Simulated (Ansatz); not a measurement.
Consider the redistribution: `[AlH2][SiH]([SiH3])[SiH3]` + `N[Si](F)(F)Cl` → `N[Si](F)(F)[SiH3]` + `[AlH2][SiH]([SiH3])Cl`.

Calculated with Ansatz (gas phase, PBE0-D4/def2-TZVP geometries, no zero-point term in ΔE). CCSD(T)/CBS is the MP2 limit (def2-TZVPP, def2-QZVPP) plus CCSD(T) − MP2 in def2-TZVPP, frozen cores. This one scheme is used for every species. Each species was taken in one conformer, which may not be the lowest.

`[AlH2][SiH]([SiH3])[SiH3]`:

Cartesian coordinates in Å:
```
Al 0.675 1.944 1.390
Si 0.492 0.335 -0.434
Si 1.014 -1.813 0.334
Si -1.718 0.227 -1.193
H 1.644 3.199 1.307
H -0.208 1.715 2.690
H 1.379 0.656 -1.593
H 0.872 -2.824 -0.748
H 0.088 -2.170 1.442
H 2.408 -1.875 0.854
H -2.172 1.544 -1.720
H -2.604 -0.150 -0.058
H -1.871 -0.788 -2.271
```

`N[Si](F)(F)Cl`:

Z-matrix (Å, degrees):
```
Si
F 1 1.577
F 1 1.577 2 109.7
N 1 1.677 2 108.7 3 118.8
Cl 1 2.030 2 106.4 3 -114.7
H 4 1.006 1 121.1 2 -164.0
H 4 1.006 1 121.1 2 44.2
```

`N[Si](F)(F)[SiH3]`:

Z-matrix (Å, degrees):
```
Si
F 1 1.593
F 1 1.598 2 104.5
N 1 1.690 2 106.0 3 -120.6
Si 1 2.334 2 112.3 3 116.6
H 4 1.006 1 122.0 2 -172.4
H 4 1.008 1 121.7 2 32.0
H 5 1.489 1 108.6 2 169.7
H 5 1.485 1 110.9 2 -70.5
H 5 1.486 1 109.9 2 50.9
```

`[AlH2][SiH]([SiH3])Cl`:

```xyz
10

Al    1.297    1.844    0.327
Si    0.242   -0.025   -0.869
Si   -1.058   -1.398    0.514
Cl   -1.000    0.683   -2.384
H     0.845    3.338    0.053
H     2.415    1.519    1.408
H     1.262   -0.895   -1.526
H    -1.722   -2.472   -0.270
H    -2.098   -0.582    1.197
H    -0.183   -2.013    1.551
```

| level | ΔE (kJ/mol) |
| --- | --- |
| SCS-MP2/def2-TZVPP | 45.1 |
| HF/def2-QZVPP | 36.4 |

Task: What does CCSD(T)/CBS give? (An estimate is asked.)

Result: Computed: +44.3 kJ/mol. The listed levels differ from it by 0.8, -7.9 kJ/mol.

Largest T1 diagnostic among the species: 0.014.

The D4 term adds +3.3 kJ/mol with B3LYP and +1.8 kJ/mol with PBE0; it sums over pairs of atoms, weighted by their polarisabilities, and B3LYP, whose exchange is more repulsive, gets the larger term. From PBE to PBE0 (25 % exact exchange), in def2-TZVPP and without D4, ΔE moves by +4.5 kJ/mol.

B3LYP here is the variant with VWN-RPA as its local correlation; programs differ in this.
